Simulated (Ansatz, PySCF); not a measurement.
Breaking a bond: NaN, lowest triplet found (which spin is the ground state isn't settled by this scan).

- UKS-B3LYP/6-31G* = unrestricted B3LYP/6-31G*, spherical d (PySCF)
- FCI = full CI/aug-cc-pVDZ, frozen core run with Ansatz (a program for electronic structure)

Energies relative to the lowest point of each curve between 1.97 and 2.82 Å, where full CI is lowest, in kcal/mol; the last columns give the difference from FCI:

| R / Å | UKS-B3LYP/6-31G* | FCI | UKS-B3LYP/6-31G* − FCI |
|---|---|---|---|
| 1.97 | 6.6 | 9.3 | -2.7 |
| 2.08 | 2.1 | 3.6 | -1.4 |
| 2.14 | 0.9 | 1.8 | -0.9 |
| 2.25 | 0.0 | 0.2 | -0.2 |
| 2.34 | 0.3 | 0.0 | 0.3 |
| 2.39 | 0.7 | 0.2 | 0.5 |
| 2.48 | 1.8 | 1.0 | 0.9 |
| 2.54 | 2.7 | 1.7 | 1.1 |
| 2.70 | 5.4 | 3.9 | 1.5 |
| 2.82 | 7.5 | 5.7 | 1.8 |
| 2.97 | 10.0 | 7.8 | 2.2 |
| 3.17 | 13.0 | 10.2 | 2.7 |
| 3.43 | 16.1 | 12.6 | 3.5 |
| 3.79 | 19.3 | 14.5 | 4.8 |
| 4.18 | 21.7 | 15.6 | 6.0 |
| 4.70 | 23.5 | 16.3 | 7.2 |
| 5.24 | 24.5 | 16.5 | 8.0 |
| 5.92 | 25.1 | 16.6 | 8.4 |
| 6.84 | 25.4 | 16.7 | 8.6 |
| 8.03 | 25.4 | 16.7 | 8.7 |

UKS-B3LYP/6-31G* is furthest from FCI at 8.03 (8.7 kcal/mol, above); its mean absolute difference over the points is 3.6 kcal/mol.

The scan ran from 1.72 to 8.03 Å; beyond the distances shown full CI changes its symmetry label. The unrestricted determinant behind UKS-B3LYP/6-31G* is spin-contaminated at 1.97 to 8.03 Å (<S²> up to 3.0, against 2.00 for a pure triplet). Also computed but left out beside FCI, since their determinant holds another spin at the minimum (<S²> over 0.7 above the pure value): UMP2, UCCSD, UCCSD(T), UCCSDT, UCCSDT(Q), UMP2/6-31G*.
